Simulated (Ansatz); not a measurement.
`[NH2][AlH][SeH]` + HBr → `[NH2][AlH][Br]` + H₂Se at 700 K and 1 bar (ligand exchange at the Al–Se bond).

Isolated molecules relaxed with PBE0-D4/def2-TZVP in Ansatz; ΔE leaves out vibrations. CCSD(T)/CBS is the MP2 limit (def2-TZVPP, def2-QZVPP) plus CCSD(T) − MP2 in def2-TZVPP, frozen cores. For Br, Se outer-core shells are correlated without core-valence functions, which leaves a few kJ/mol of doubt a bond. Scalar relativity is left out up to krypton. Each species was taken in one conformer, which may not be the lowest.

| species | CCSD(T)/CBS energy (Eh) | H − E (kJ/mol) | S (J/(mol·K)) |
| --- | --- | --- | --- |
| `[NH2][AlH][SeH]` | -2699.90849 | 167.5 | 408.7 |
| HBr | -2573.91920 | 36.5 | 223.7 |
| `[NH2][AlH][Br]` | -2871.94728 | 140.6 | 381.2 |
| H₂Se | -2401.89790 | 61.1 | 251.1 |

H − E and S are ideal-gas, rigid-rotor, harmonic terms from PBE0-D4/def2-TZVP, for one conformer and one mirror image of each species. 1 Eh = 2625.50 kJ/mol, R = 8.31446 J/(mol·K).

By hand: ΔE, ΔH, ΔS and ΔG.

ΔE = (-2871.94728) + (-2401.89790) − (-2699.90849) − (-2573.91920) = -0.01749 Eh = -45.9 kJ/mol. Δ(H − E) = 140.6 + 61.1 − 167.5 − 36.5 = -2.3, so ΔH = -48.2 kJ/mol. ΔS = 381.2 + 251.1 − 408.7 − 223.7 = -0.1 J/(mol·K). ΔG = -48.2 − 700 × (-0.1)/1000 = -48.1 kJ/mol.

By hand: the equilibrium constant, and the temperature at which ΔG would vanish if ΔH and ΔS stayed fixed.

log₁₀ K = −ΔG/(RT ln 10) = 3.6. ΔG = 0 at ΔH/ΔS = 482000 K, far beyond where these terms or the molecules hold.

The number of gas molecules stays the same, so ΔS is small and ΔH decides. A doubt of 5 kJ/mol in ΔE shifts log₁₀ K by 0.4 here. Other conformers and mirror images would add mixing entropy, several J/(mol·K) or more a flexible species. These are equilibria of isolated gas molecules and say nothing of rates. Largest T1 diagnostic: 0.010 (customary marks: 0.02 for closed shells, 0.045 for open ones).
